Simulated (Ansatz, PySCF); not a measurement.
Dimer: NH3 (SMILES N) (first 4 atoms) with PH3 (SMILES P); geometry from B3LYP-D3(BJ)/def2-TZVP, rigid monomers moved along the line of their centres of mass till N1···P5 is 2.90 Å.
(charge 0, multiplicity 1):
```xyz
8

N     -0.064    -0.116     0.076
H     -0.906    -0.681     0.077
H     -0.342     0.836    -0.131
H      0.520    -0.439    -0.686
P     -0.095     0.395     2.932
H      1.150     0.895     2.484
H      0.264     0.467     4.308
H      0.292    -0.960     2.805
```

Quantity: the interaction energy.

Counterpoise-corrected where a basis set is named; no monomer relaxation.

Cores are frozen in the correlated methods. CBS(a, b) extrapolates the correlation energy as X⁻³ and adds the Hartree–Fock energy of set b.

Codes used: Ansatz (an electronic-structure program); PySCF for the dispersion terms. Values without a source in brackets are computed.

Costs are ratios of core time to PBE/def2-TZVPPD (roughly 4 s), for whole runs (searches for the state included, and forces where a run took them) on one shared machine, so rough; each difference counts from -0.74 kcal/mol (CCSD(T)/CBS(aug-cc-pV(D+d)Z, aug-cc-pV(T+d)Z), a level with limits of its own).

A star marks coupled-cluster runs past 200 virtual orbitals, where the program's memory plan changes under this machine's limit, so their costs aren't comparable with smaller runs.

```csv
level,basis functions,cost,difference (kcal/mol)
PBE/def2-TZVPPD,187,×1,0.57
PBE-D3(BJ)/def2-TZVPPD,187,×1,-0.48
B3LYP/def2-TZVPPD,187,×1,1.70
B3LYP-D3(BJ)/def2-TZVPPD,187,×1,-0.07
PBE0/def2-TZVPPD,187,×1,0.59
PBE0-D3(BJ)/def2-TZVPPD,187,×1,-0.38
r2SCAN/def2-TZVPPD,187,×1,0.21
r2SCAN-D3(BJ)/def2-TZVPPD,187,×1,-0.14
CCSD(T)/aug-cc-pV(D+d)Z,109,×2,0.95
wB97X-V/def2-TZVPPD,187,×3,0.12
wB97M-V/def2-TZVPPD,187,×4,-0.09
CCSD(T)/aug-cc-pV(T+d)Z,239,×200*,0.26
```

With a budget of 100 times the cost of PBE/def2-TZVPPD, the closest level: B3LYP-D3(BJ)/def2-TZVPPD, at -0.07 kcal/mol; next is wB97M-V/def2-TZVPPD at -0.09 kcal/mol.
